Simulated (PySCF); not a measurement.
# Magnetic susceptibility: SMILES C(/C=N/N=C)(C)(C)C, C6H12N2

Cartesian coordinates in Å; atom numbers follow the order of the lines, from 1:
```xyz
20

C     3.676   -0.116   -0.950
N     2.806    0.361   -0.171
N     1.532    0.393   -0.296
C     0.633   -0.349    0.184
C    -0.823    0.010    0.078
C    -1.552   -1.130   -0.645
C    -1.383    0.156    1.499
C    -1.005    1.317   -0.691
H     3.447   -0.717   -1.828
H     4.709    0.097   -0.731
H     0.865   -1.279    0.710
H    -2.615   -0.910   -0.709
H    -1.162   -1.250   -1.654
H    -1.425   -2.070   -0.112
H    -0.876    0.963    2.023
H    -2.446    0.379    1.461
H    -1.243   -0.764    2.063
H    -0.471    2.122   -0.194
H    -2.059    1.577   -0.748
H    -0.613    1.220   -1.700
```

Theory: GIAO HSE06/STO-3G magnetisability, rotational g tensor and spin-rotation constants, non-relativistic, gas phase in PySCF 2.14.0. Geometry: GFN2-xTB.

How diamagnetic is it, and how anisotropic?

Isotropic -1283 × 10⁻³⁰ J/T², or -77.3 × 10⁻⁶ cm³/mol; principal values -1377, -1337, -1136 × 10⁻³⁰ J/T², anisotropy 224 × 10⁻³⁰ J/T² (root of half the summed squared differences of the principal values). The susceptibility is in cgs units.

Split it along the inertial axes a, b, c into diamagnetic and paramagnetic parts about the centre of mass, with the quadrupole moment.


```tsv
axis	χ (10⁻⁶ cm³/mol)	diamagnetic (10⁻⁶ cm³/mol)	paramagnetic (10⁻⁶ cm³/mol)	summed x² of all electrons (Å²)	quadrupole Θ (D Å)
a	-68.4	-417.5	349.1	256.5	+2.71
b	-82.0	-1291.5	1209.5	50.5	-1.56
c	-81.5	-1302.8	1221.3	47.9	-1.15
```
Anisotropies 2χaa − χbb − χcc = +26.6 and 2χbb − χaa − χcc = -14.0 × 10⁻⁶ cm³/mol. Θ is traceless in Buckingham's convention.

And the rotational g tensor?


```tsv
axis	rotational constant (GHz)	g	nuclear part	electronic part
a	4.2223	-0.0293	0.6632	-0.6925
b	1.0396	+0.0006	0.5914	-0.5907
c	1.0299	+0.0003	0.5913	-0.5910
```
Asymmetric top; isotopes 12C, 1H, 14N; no vibrational averaging.
